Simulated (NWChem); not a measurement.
System meant: MoH₆O; SMILES [OH][MoH5]

The following NWChem deck was run.

```
start job
memory heap 200 mb stack 900 mb global 1100 mb
geometry units angstroms noautoz
  Mo     0.274973     0.229106    -0.417955
  O      0.251672    -0.099122     1.401919
  H     -0.428411    -0.515215     1.944219
  H      1.443296    -0.680528    -1.219912
  H     -0.207298    -0.819473    -1.600494
  H     -1.189790    -0.470200    -0.379025
  H      0.235372     1.874338    -0.774591
  H     -0.981538     0.818118    -1.315023
end
basis spherical
  Mo library def2-svp
  O library def2-svp
  H library def2-svp
end
ecp
  Mo library def2-ecp
end
dft
  xc pbe0
  iterations 4
  mulliken
end
task dft energy
```

End of the output:

```
    Atom       Charge   Shell Charges
 -----------   ------   -------------------------------------------------------
    1 Mo  14    14.22   0.00  0.98  0.95  0.35  0.17  5.61  0.87  0.30  3.47  1.46  0.05
    2 O    8     8.09   1.97  0.88  0.58  2.70  1.93  0.02
    3 H    1     0.88   0.54  0.15  0.18
    4 H    1     1.00   0.61  0.35  0.04
    5 H    1     0.94   0.58  0.32  0.05
    6 H    1     0.94   0.58  0.31  0.06
    7 H    1     1.00   0.61  0.35  0.04
    8 H    1     0.94   0.58  0.32  0.05

 center of mass
 --------------
 x =   0.05478269 y =  -0.02313853 z =  -0.00000000

 moments of inertia (a.u.)
 ------------------
         222.873098035089           0.000000024916           0.000000000000
           0.000000024916          41.358999837018          -0.000000000000
           0.000000000000          -0.000000000000         222.673003152500

     Multipole analysis of the density
     ---------------------------------

     L   x y z        total         alpha         beta         nuclear
     -   - - -        -----         -----         ----         -------
     0   0 0 0      0.000000    -14.000000    -14.000000     28.000000

     1   1 0 0     -0.083175      1.373440      1.373440     -2.830055
     1   0 1 0      0.574442     -6.435567     -6.435567     13.445575
     1   0 0 1     -0.000000     -0.000000     -0.000000      0.000000

     2   2 0 0    -23.857429    -21.835555    -21.835555     19.813682
     2   1 1 0     -2.816017     -1.923986     -1.923986      1.031955
     2   1 0 1      0.000000      0.000000      0.000000      0.000000
     2   0 2 0    -22.512393    -66.200741    -66.200741    109.889089
     2   0 1 1     -0.000000     -0.000000     -0.000000      0.000000
     2   0 0 2    -25.941994    -23.280102    -23.280102     20.618210

 ------------------------------------------------------------------------
 dft energy failed                                                                                  0
 ------------------------------------------------------------------------
 ------------------------------------------------------------------------
  current input line :
    26: task dft energy
 ------------------------------------------------------------------------
 ------------------------------------------------------------------------
 This type of error is most commonly associated with calculations not reaching convergence criteria
 ------------------------------------------------------------------------
 For more information see the NWChem manual at https://nwchemgit.github.io

0:dft energy failed:Received an Error in Communication
```

Can this run be used? If not, why, and what is the fix?

The run did not converge; its last values are not results. Cause: the SCF was allowed too few iterations. This input runs:
```
start job
memory heap 200 mb stack 900 mb global 1100 mb
geometry units angstroms noautoz
  Mo     0.274973     0.229106    -0.417955
  O      0.251672    -0.099122     1.401919
  H     -0.428411    -0.515215     1.944219
  H      1.443296    -0.680528    -1.219912
  H     -0.207298    -0.819473    -1.600494
  H     -1.189790    -0.470200    -0.379025
  H      0.235372     1.874338    -0.774591
  H     -0.981538     0.818118    -1.315023
end
basis spherical
  Mo library def2-svp
  O library def2-svp
  H library def2-svp
end
ecp
  Mo library def2-ecp
end
dft
  xc pbe0
  iterations 150
  mulliken
end
task dft energy
```
It converges to -146.79366 Ha (PBE0/def2-SVP with def2 effective core potentials on Mo).
